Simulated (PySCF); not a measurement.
PbO⁺, PBE0: how much the basis matters

PySCF, UKS reference; doublet, unpaired electrons π ↑; De to Pb⁺ + O without counterpoise correction.

```csv
basis,relativity,functions,Re (Å),ωe (cm⁻¹),De (eV),μ (D)
cc-pVDZ-PP/cc-pVDZ,scalar-relativistic core potentials,37,2.106,585,n/a,-2.76
def2-SVP,scalar-relativistic core potentials,40,2.106,585,n/a,-2.85
aug-cc-pVDZ-PP/aug-cc-pVDZ,scalar-relativistic core potentials,55,2.098,582,n/a,-2.85
```

**Question.** How does each smaller set differ from the one with most functions, aug-cc-pVDZ-PP/aug-cc-pVDZ?

**Answer.** cc-pVDZ-PP/cc-pVDZ: +0.8 pm, +0.5 % in ωe; def2-SVP: +0.8 pm, +0.5 % in ωe. All at PBE0; the set with most functions is neither the basis-set limit nor always the best.

A positive dipole points towards O; it is taken about the centre of mass and depends on that origin. Spin–orbit coupling is left out, which matters for elements this heavy, above all for dissociation energies. The state was picked by a PBE0 search and need not be the measured ground state.
